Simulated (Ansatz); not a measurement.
Geometry optimisation, RKS B3LYP-D4/def2-SVP in Ansatz.

input.yaml

```yaml
crystal:
  periodic: [false, false, false]
  atoms:
    - { symbol: Si, position_ang: [-0.8288, 0.1511, -0.149] }
    - { symbol: Br, position_ang: [0.5124, -1.6556, -1.6508] }
    - { symbol: H, position_ang: [-1.9193, -0.7064, -0.5906] }
    - { symbol: H, position_ang: [-1.5407, 1.4046, 0.1783] }
    - { symbol: C, position_ang: [0.366, -0.1999, 1.2777] }
    - { symbol: H, position_ang: [1.0979, 0.1553, -2.2218] }
    - { symbol: Cl, position_ang: [0.5075, 1.6772, -1.593] }
    - { symbol: H, position_ang: [0.3716, 0.6275, 1.9815] }
    - { symbol: H, position_ang: [1.3872, -0.3687, 0.9488] }
    - { symbol: H, position_ang: [0.0463, -1.085, 1.8189] }
basis:
  gaussian: { orbitals: def2-SVP }
hamiltonian:
  xc: b3lyp
  dispersion: d4
relax:
  f_tol: 0.15
  max_steps: 25
  restrain:
    - { distance: [0, 6], at: 2.13, k: 30.0 }
    - { distance: [5, 1], at: 1.51, k: 30.0 }
    - { distance: [0, 1], at: 3.61, k: 30.0 }
    - { distance: [5, 6], at: 2.63, k: 30.0 }
```

Command:

```bash
$ ansatz run input.yaml --threads 2 --pin off --max-ram 3072MiB --backend cpu --events-out ev --progress --plain --runs-dir out
```

Where does it end, and by what steps?

It converged. The restraints hold the end off the free minimum. After 7 steps the energy has fallen by 2.055 eV (the restraints' own energy left out); H6 moved furthest, 0.61 Å. Joined: Br2–H6 (1.99 → 1.48 Å).

| step | energy less start (eV) | largest force component (eV/Å) | accepted |
| --- | --- | --- | --- |
| 0 | 0.0000 | 1.799 | yes |
| 1 | -0.2777 | 2.114 | yes |
| 2 | -0.7428 | 3.314 | yes |
| 3 | -1.4010 | 2.284 | yes |
| 4 | -1.8824 | 0.787 | yes |
| 5 | -2.0292 | 0.835 | yes |
| 6 | -2.0473 | 0.913 | yes |
| 7 | -2.0547 | 0.909 | yes |

```xyz
10
Properties=species:S:1:pos:R:3
Si -0.870 0.544 -0.026
Br 0.982 -1.901 -1.950
H -1.540 -0.497 -0.842
H -1.908 1.402 0.615
C 0.323 -0.125 1.249
H 1.119 -0.458 -2.243
Cl 0.190 1.828 -1.342
H 0.646 0.678 1.930
H 1.210 -0.550 0.757
H -0.152 -0.920 1.852
```

Time of the run: 22 s on 2 threads of Intel(R) Xeon(R) Platinum 8488C (Sapphire Rapids) (shared host), peak memory 0.3 GiB.
